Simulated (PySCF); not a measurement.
# UHF on V⁻ (vanadium, charge -1)

Configuration: [Ar] 3d4 4s2, high-spin 5D determinant. Calculation: PySCF 2.14, in dyall-av2z; the non-relativistic Hamiltonian (point nucleus).

- Total energy: -942.865080 hartree
- One-electron energy: -1301.3844 hartree
- Hartree (Coulomb) energy: 402.9915 hartree
- Exchange energy: -44.4722 hartree
- Kinetic energy: 942.87556 hartree
- ⟨S²⟩: 6.4875
- ⟨L²⟩: 6.022
- Sum of ⟨r⟩: 29.09 bohr
- Sum of ⟨r²⟩: 125.8 bohr²
- Traceless quadrupole moment −½Σ⟨3z² − r²⟩ along its main axis: -0.274 e·bohr²
- Density at the nucleus (Gaussians lack the cusp): 8070 bohr⁻³
- Spin density at the nucleus: 0.637 bohr⁻³
- Langevin diamagnetic susceptibility: -99.7 ×10⁻⁶ cm³/mol

| shell | electrons | mean orbital energy (eV) | spread (eV) | rms radius, mean of both spins (bohr) |
| --- | --- | --- | --- | --- |
| 1s β | 1 | -5474.6 | 0 | 0.0776 |
| 1s α | 1 | -5474.6 | 0 | 0.0776 |
| 2s α | 1 | -641.35 | 0 | 0.335 |
| 2s β | 1 | -639.56 | 0 | 0.335 |
| 2p α | 3 | -536.59 | 0.050 | 0.304 |
| 2p β | 3 | -534.88 | 0.542 | 0.304 |
| 3s α | 1 | -81.116 | 0 | 1.03 |
| 3s β | 1 | -74.361 | 0 | 1.03 |
| 3p α | 3 | -50.623 | 1.005 | 1.13 |
| 3p β | 3 | -42.348 | 1.579 | 1.13 |
| 3d α | 4 | -5.020 | 1.520 | 1.78 |
| 4s α | 1 | -2.093 | 0 | 7.16 |
| 4s β | 1 | 0.187 | 0 | 7.16 |

⟨S²⟩ = 6.49 against 6.00 shows spin contamination. At UHF the highest occupied level has a positive energy, so only the finite basis holds that electron.

Spin-orbit constants ζ (cm⁻¹) from the X2C one-electron operator on these orbitals (non-relativistic here): bare nucleus, nucleus screened by l(l+1)(2l+1)/3 electrons, and screened by the Breit-Pauli mean field of the electrons.

| shell | bare | screened nucleus | mean field |
| --- | --- | --- | --- |
| 2p | 39430 | 36010 | 34400 |
| 3p | 4280 | 3907 | 3703 |
| 3d | 303.5 | 171.5 | 147.2 |

To first order the Landé constant is A = 36.81 cm⁻¹, so the lowest level has J = 0 and lies 0.0274 eV below the centre of the term. This holds in LS coupling only.
